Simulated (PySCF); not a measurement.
C3, SMILES [C]=C=[C] (connectivity only; charge and spin as stated), neutral, multiplicity 1. Heavy atoms are numbered as in [C:1]=[C:2]=[C:3].

Geometry: PBE0-D3(BJ)/def2-TZVP. The isomer is the one that the SMILES or the coordinates give; other isomers of the formula were not compared.

All values below come from PBE/def2-TZVPD in PySCF.

Mulliken values depend strongly on the basis, most of all with diffuse functions as here. Atomic charges (e), one atom of each kind:

```csv
atom,Mulliken,meta-Löwdin
C1,-0.27,0.06
C2,0.53,-0.11
```
